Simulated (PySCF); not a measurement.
PySCF input for CaF₂, SMILES [F][Ca][F], KT2/pcSseg-2. Geometry: PBE0-D3(BJ)/def2-TZVP. The isomer is the one that the SMILES or the coordinates give; other isomers of the formula were not compared.

```python
import numpy as np
from pyscf import gto, scf, dft
from pyscf.prop.nmr import rks as nmr

mol = gto.M(
    atom='''
    Ca    0.00000000    0.00000000    0.28789028
    F     0.00000000   -1.90039851   -0.31987809
    F     0.00000000    1.90039850   -0.31987809
    ''',
    basis='pcSseg-2',
    charge=0,
    spin=0,
    max_memory=1600,
    verbose=3,
)
mf = dft.RKS(mol, xc='kt2')
mf.grids.level = 3
mf.conv_tol = 1e-10
mf.max_cycle = 100
mf.kernel()
n = nmr.NMR(mf)
n.verbose = 2
n.max_cycle_cphf = 60
sigma = n.kernel()
print('atom   isotropic/ppm   span/ppm')
for i, s in enumerate(sigma):
    w = np.linalg.eigvalsh((s + s.T) / 2)
    print(f'{mol.atom_symbol(i):2s}{i + 1:3d} {w.mean():14.3f} {w[2] - w[0]:11.3f}')
```

It prints:

```
converged SCF energy = -884.280160917299
atom   isotropic/ppm   span/ppm
Ca  1       1103.127     443.972
F   2        106.155     576.543
F   3        106.154     576.545
```

Self-consistency was reached.

Cost: about 8 core-seconds (a rough figure).
